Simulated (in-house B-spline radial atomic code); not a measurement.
Configurations of Se⁶⁺, with energies counted from [Ar] 3d10. All numbers are computed (non-relativistic M06-2X, spin-polarised, spherical fractional occupations; point nucleus) with an all-electron radial atomic-structure program (B-spline basis), not measured. Caution: exact exchange at fractional occupations of open shells leaves self-interaction of up to several eV. Shells without spins written out take the highest spin.

Occupations are held fixed; configurations that lie above the ionisation limit could autoionise.

```
                                  configuration  E - E(ref) (eV)  highest orbital  its <r> (bohr)
                                   [Ar] 3d9 4d1            104.1            4d up           1.947
         [Ar] 3d(5 up, 4 down) 4f(0 up, 1 down)           122.13          4f down           2.551
                          [Ne] 3s2 3p5 3d10 4s1           164.58            4s up           1.488
                          [Ne] 3s2 3p5 3d10 4p1           181.28            4p up            1.62
[Ne] 3s2 3p(3 up, 2 down) 3d10 4f(1 up, 0 down)           222.23            4f up           2.549
```

Problem. Order these further configurations by energy, lowest first.
A. [Ar] 3d9 4s1
B. [Ar] 3d(4 up, 5 down) 4p(0 up, 1 down)
C. [Ne] 3s2 3p5 3d10 4d1
D. [Ar] 3d9 4f1
E. [Ar] 3d(5 up, 4 down) 4d(0 up, 1 down)

Solution. A (64.578 eV), B (81.273 eV), E (104.26 eV), D (122.17 eV), C (204.17 eV).
